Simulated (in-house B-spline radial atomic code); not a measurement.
# Se IX (Se8+): [Ar] 3d7 4f1 (an excited or competing configuration)

Level of theory: Dirac-Hartree-Fock, average of configuration, Fermi nucleus of rms radius 4.14 fm; calculated with an all-electron radial atomic-structure program (B-spline basis).

Screening seen three ways: the hydrogenic charge with the same mean radius, Z_r = [3n² - l(l+1)]/(2<r>), the one with the same energy, Z_e = n√(-2ε), and Slater's rules. Values are occupation-weighted means over j. An effective charge above Z reflects the relativistic contraction of the inner shells.

```tsv
shell	electrons	ε (eV)	<r> (bohr)	Z_r	Z_e	Slater
1s	2	-12936	0.04407	34.04	30.84	33.70
2s	2	-1888.7	0.1948	30.80	23.56	29.85
2p	6	-1679.6	0.1707	29.28	22.22	29.85
3s	2	-422.97	0.5536	24.39	16.73	22.75
3p	6	-353.4	0.5612	22.27	15.29	22.75
3d	7	-245.53	0.5549	18.92	12.74	13.90
4f	1	-70.928	1.879	9.58	9.13	9.00
```

The least bound orbital is 4f5/2 at -70.93 eV, and it is also the most diffuse (<r> = 1.879 bohr).

Spin-orbit splittings of the orbital energies (j = l + 1/2 above j = l - 1/2 when positive): 2p 42.19 eV, 3p 6.752 eV, 3d 1.101 eV, 4f -0.002002 eV.

For the 1s electron the small component carries 1.52 % of the norm, the zero-frequency Breit interaction raises the level by 19.69 eV, self-energy by 10.31 eV, and vacuum polarisation lowers it by 1.033 eV.
